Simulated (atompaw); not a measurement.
**Before and after: PAW (atompaw) potential for tungsten (W)**

atompaw 4.2.0.5 input, output lines left out:

```
W 74
GGA-PBESOL scalarrelativistic loggrid 2001 logderivrange -5 5 251
6 6 5 4 0 0
6 1 0
5 2 4
0 0 0
c
c
c
c
c
v
c
c
c
v
v
c
c
v
c
2
2.65 2.45 2.65 2.40
y
0.65
n
n
y
0.55
n
custom rrkj gramschmidtortho gaussian
3 0 ultrasoft
2.65
2.65
1.35
2.65
2.45
2.45
```

Change: augmentation gaussian compensation charge, radius 2.45 bohr; PAW radius 2.65 bohr; waves and projectors: custom polynom vanderbiltortho.

Cutoffs: the cutoffs (Ry, on a coarse ladder) from which the occupation-weighted sum of valence levels, in a spherical-Bessel basis at the reference potential, stays within 10 and 1 mRy of its value at 400 Ry; they do not see the model core or the augmentation charge, which bear on the density cutoff.

Question: What does the change do?

Answer: The potential gets softer (40 Ry and 80 Ry → 40 Ry and 55 Ry); a bound ghost appears in s, which as a rule spoils a file; the range in which the s phases agree widens (upper end 2.6 → at the end of the scan); the range in which the p phases agree widens (upper end 2.9 → at the end of the scan).

```tsv
quantity	base	changed
cutoff, loose	40 Ry	40 Ry
cutoff, tight	80 Ry	55 Ry
loose cutoff by channel (10 mRy a level)	s 6 Ry, p 35 Ry, d 15 Ry	s 6 Ry, p 25 Ry, d 12 Ry
bound ghosts	none	s
s: phases at 2.66 bohr within 0.05 rad from the reference energy up to (Ry; the scan ends near 5)	2.6	to the end of the scan
p: phases at 2.66 bohr within 0.05 rad from the reference energy up to (Ry; the scan ends near 5)	2.9	to the end of the scan
d: phases at 2.66 bohr within 0.05 rad from the reference energy up to (Ry; the scan ends near 5)	to the end of the scan	2.6
lowest overlap eigenvalue by channel	s 0.43, p 0.48, d 0.75	s 0.16, p 0.53, d 0.97
```

 A true bound ghost makes a file unfit for plane-wave use even where its test errors are small: the radial tests pick states by their node count and pass the ghost by. The cutoffs see the waves, projectors and local potential, not the compensation charge or the core.
